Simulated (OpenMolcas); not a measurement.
Rh+: CASPT2 settings compared

```json
{
 "Program": "OpenMolcas 26.06",
 "Basis": "ANO-RCC-VDZ [6s5p3d]",
 "Scalar Hamiltonian": "DKH2, point nucleus",
 "Active space": "8 electrons in 6 orbitals (4d 5s)",
 "State averaging": "2S+1 = 5 even, 10 roots; 2S+1 = 3 even, 55 roots kept (CI in the orbitals of an earlier block); 2S+1 = 1 even, 42 roots kept (CI in the orbitals of an earlier block)",
 "Spin-orbit coupling": "RASSI with atomic mean-field integrals over the reference wave functions, term energies averaged over their components"
}
```

Methods on the same reference wave functions:
A. CASSCF
B. SS-CASPT2, IPEA 0.4 Eh, no level shift (closed shells correlated: none)
C. XMS-CASPT2, IPEA 0.4 Eh, sigma1 regulariser 0.3 Eh (closed shells correlated: 4s 4p)
D. XMS-CASPT2, IPEA 0.4 Eh, sigma1 regulariser 0.3 Eh (closed shells correlated: 3d 4s 4p)

Energies in cm-1 above 4d8 3F4, the measured ground level; measured values from NIST Handbook of Basic Atomic Spectroscopic Data.

```json
{"Level": "4d8 3F4", "A": "0.0", "B": "0.0", "C": "0.0", "D": "0.0", "Measured": "0.0"}
{"Level": "4d8 3F3", "A": "2618", "B": "2620", "C": "2630", "D": "2630", "Measured": "2401"}
{"Level": "4d8 3F2", "A": "4039", "B": "3990", "C": "3910", "D": "3910", "Measured": "3581"}
{"Level": "4d7 5s 5F5", "A": "4515", "B": "15060", "C": "17130", "D": "17160", "Measured": "16885"}
{"Level": "4d7 5s 5F4", "A": "6180", "B": "16700", "C": "18790", "D": "18820", "Measured": "18540"}
{"Level": "4d7 5s 5F3", "A": "7449", "B": "17980", "C": "20040", "D": "20080", "Measured": "19792"}
{"Level": "4d7 5s 5F2", "A": "8333", "B": "18870", "C": "20910", "D": "20940", "Measured": "20647"}
{"Level": "4d7 5s 5F1", "A": "8891", "B": "19430", "C": "21460", "D": "21490", "Measured": "21180"}
{"Level": "4d8 3P2 [54 %]", "A": "10605", "B": "10110", "C": "9030", "D": "9070", "Measured": ""}
{"Level": "4d8 3P1", "A": "13319", "B": "12940", "C": "11770", "D": "11810", "Measured": "10515"}
{"Level": "4d8 3P0", "A": "14007", "B": "13590", "C": "12410", "D": "12450", "Measured": "10761"}
{"Level": "4d8 1D2 [52 %]", "A": "14115", "B": "13610", "C": "12580", "D": "12610", "Measured": ""}
{"Level": "4d7 5s 3F4(1)", "A": "15611", "B": "24910", "C": "27490", "D": "27330", "Measured": "25377"}
{"Level": "4d7 5s 3F3(1) [50 %]", "A": "17955", "B": "27050", "C": "29560", "D": "29420", "Measured": ""}
{"Level": "4d8 1G4", "A": "18198", "B": "17520", "C": "17910", "D": "17970", "Measured": "14855"}
{"Level": "4d7 5s 5P3 [53 %]", "A": "19063", "B": "28920", "C": "29800", "D": "29660", "Measured": ""}
{"Level": "4d7 5s 3F2(1)", "A": "19422", "B": "28470", "C": "31040", "D": "30870", "Measured": "28835"}
{"Level": "4d7 5s 5P2", "A": "19714", "B": "29430", "C": "30020", "D": "29900", "Measured": ""}
{"Level": "4d7 5s 5P1", "A": "20518", "B": "30300", "C": "30970", "D": "30850", "Measured": ""}
{"Level": "4d7 5s 3G5", "A": "22103", "B": "32280", "C": "34420", "D": "34260", "Measured": ""}
```

Deviations, from unrounded energies. A percentage is the sum of absolute deviations over the sum of measured energies, with the sign that they share, or ± where signs differ.

| Against measurement | Levels | A | B | C | D |
| --- | --- | --- | --- | --- | --- |
| mean absolute deviation (cm-1) | 12 | 7600 | 1500 | 1000 | 1000 |
| fine structure of the ground term (%) | 2 | +11.3 | +10.5 | +9.3 | +9.3 |
| other terms of the ground configuration (%) | 3 | +26.0 | +21.9 | +16.5 | +16.9 |
| other configurations (%) | 7 | -53.5 | -6.5 | +3.7 | +3.6 |

C, D lie about equally close to measurement and A furthest from it. The largest miss of D in the table is 4d8 1G4, by +3100 cm-1. The ranking rests on the paired levels alone, and a cruder setting can come out closer through cancelling errors.

Among B to D the level of the table that moves most is 4d7 5s 3F4(1), by 2600 cm-1 (lowest in B, highest in C). Moves below CASPT2's spread within the term are not significant.

The mean deviations of B to D differ by less than CASPT2's widest spread within a term (1400 cm-1), so their order carries little weight.

From A to B the spin-free energies of the other terms of 4d8 shown, above 3F, scale by factors of 0.93 to 0.97, as is usual when dynamic correlation screens the repulsion within a d or f shell.

The lowest spin-free term lies below A's lowest term by 0.093 hartree in B, 0.186 hartree in C, 0.195 hartree in D.

Term energies are means over components that CASPT2 splits; among the terms shown or strongly mixed into the levels shown the widest spread is 1400 cm-1 (4d8 3F, D). Terms from blocks run as CI alone lack orbitals of their own. A single d shell beside an s shell can misplace configurations of different d count against each other. Without dynamic correlation excited terms often stand tens of per cent too high (terms of higher spin than the ground term too low), and those without a measured partner can miss by more than the paired ones (holds for A). Some levels mix across a computed gap that differs much from the measured one, so their mixing is not that of the real levels (holds for A). Some terms miss by over 15 % even with CASPT2, which points to a basis or an active space too small for the shells correlated (holds for B; C; D). Computed and measured levels are paired by configuration, term and J; levels that our copy of the source lacks, or whose pairing is in doubt (as where it misses far off the trend of its configuration), stay unpaired and out of the deviations. Levels of configurations outside the active space are missing. The table leaves out levels that lie high or whose names do not pair safely across all columns.

A share in square brackets marks a mixed level and gives the weight of the term that names it, the lowest over the columns. A number in round brackets counts repeated terms of one configuration in the order of the reference energies.
